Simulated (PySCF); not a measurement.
C2H9FOSi2, SMILES C[C@H]([SiH3])[Si@H](O)F.

Geometry: B3LYP-D3(BJ)/def2-SVP. The structure was generated by enumeration; whether it is a known compound was not checked. The values are those of a single conformer.

The numbers are results of TDA-PBE/def2-SVPD run with PySCF, not measurements.

Vertical excitations. Gas-phase values at a fixed geometry.

Computed excitation energies, oscillator strengths and character:
```tsv
state	energy (eV)	λ (nm)	f	main pairs
S1	6.61	188	0.010	HOMO→LUMO 99 %
S2	7.00	177	0.011	HOMO→LUMO+1 96 %
S3	7.12	174	0.008	HOMO−1→LUMO 93 %
S4	7.19	173	0.010	HOMO→LUMO+2 91 %
S5	7.48	166	0.008	HOMO−2→LUMO 46 %, HOMO−3→LUMO 39 %, HOMO−1→LUMO+1 13 %
S6	7.51	165	0.005	HOMO−1→LUMO+1 79 %, HOMO−2→LUMO 15 %
T1	6.46	192	0	HOMO→LUMO 99 %
T2	6.72	184	0	HOMO→LUMO+1 96 %
```
Triplets are in the Tamm–Dancoff approximation.
